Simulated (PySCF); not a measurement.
LDA on Sb⁻ (antimony, charge -1), [Kr] 4d10 5s2 5p4, high-spin 3P determinant. Computed with PySCF 2.14 in aug-cc-pVQZ-PP with one added diffuse shell each of s, p, d, f, g type with ECP28MDF (8s8p6d4f3g, 117 functions), with a scalar-relativistic core potential.

```
cycle= 1 E= -239.88092477807  delta_E= -0.016  |g|= 0.086  |ddm|= 0.893
cycle= 2 E= -239.881552372523  delta_E= -0.000628  |g|= 0.0534  |ddm|= 0.303
cycle= 3 E= -239.882552357905  delta_E= -0.001  |g|= 0.0142  |ddm|= 0.225
cycle= 4 E= -239.882806735577  delta_E= -0.000254  |g|= 0.00215  |ddm|= 0.0563
cycle= 5 E= -239.882814958932  delta_E= -8.22e-06  |g|= 0.000556  |ddm|= 0.00724
cycle= 6 E= -239.882815504508  delta_E= -5.46e-07  |g|= 0.000138  |ddm|= 0.00359
cycle= 7 E= -239.882815543877  delta_E= -3.94e-08  |g|= 8.57e-06  |ddm|= 0.00127
cycle= 8 E= -239.882815544032  delta_E= -1.55e-10  |g|= 2.91e-06  |ddm|= 0.000123
converged SCF energy = -239.882815544032  <S^2> = 2.0136423  2S+1 = 3.0090811
```

Highest occupied orbital energy: 1.213 eV; ⟨L²⟩ = 2.03; populations by l: s 4.00, p 10.00, d 10.00, f 0.00.

Task: Can this result be used?

Result: With care. The run converged. Energies and moments cover only the electrons outside the core potential. At LDA the highest occupied level has a positive energy, so only the finite basis holds that electron; in a semilocal or global hybrid functional this comes from self-interaction and does not mean that the real anion is unbound.
